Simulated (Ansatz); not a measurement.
`B[Se][AlH][CH3]` and `B[O][AlH][CH3]` differ in one element.

Ansatz, PBE0-D4/def2-TZVP geometries, multiplicity 1. Each molecule was computed in one conformer, which needn't be the lowest.

Scalar relativity is left out up to krypton.

```
                               property  `B[Se][AlH][CH3]`
  HOMO–LUMO gap (B3LYP/def2-TZVPP) / eV               5.26
    HOMO energy (B3LYP/def2-TZVPP) / eV              -7.38
   HOMO–LUMO gap (PBE0/def2-TZVPP) / eV               5.64
     HOMO energy (PBE0/def2-TZVPP) / eV              -7.60
HOMO–LUMO gap (ωB97M-V/def2-TZVPP) / eV               9.66
    LUMO energy (B3LYP/def2-TZVPP) / eV              -2.11
```

Q: Give the same properties after the change, and the shifts. (Estimate.)

A: The calculation gave: 
| property | `B[O][AlH][CH3]` | shift |
| --- | --- | --- |
| HOMO–LUMO gap (B3LYP/def2-TZVPP) / eV | 6.68 | 1.42 |
| HOMO energy (B3LYP/def2-TZVPP) / eV | -7.66 | -0.28 |
| HOMO–LUMO gap (PBE0/def2-TZVPP) / eV | 7.09 | 1.45 |
| HOMO energy (PBE0/def2-TZVPP) / eV | -7.84 | -0.24 |
| HOMO–LUMO gap (ωB97M-V/def2-TZVPP) / eV | 10.99 | 1.33 |
| LUMO energy (B3LYP/def2-TZVPP) / eV | -0.98 | 1.13 |

With PBE0 the HOMO falls by 0.24 eV and the LUMO rises by 1.20 eV, so the gap widens by about 1.44 eV. PBE moves the HOMO by 0.06 eV and ωB97M-V by -0.51 eV.

B3LYP here is the variant with VWN-RPA as its local correlation; programs differ in this.

Spin–orbit coupling is left out; it splits and shifts lone-pair levels of the heavy atoms by tenths of an eV.
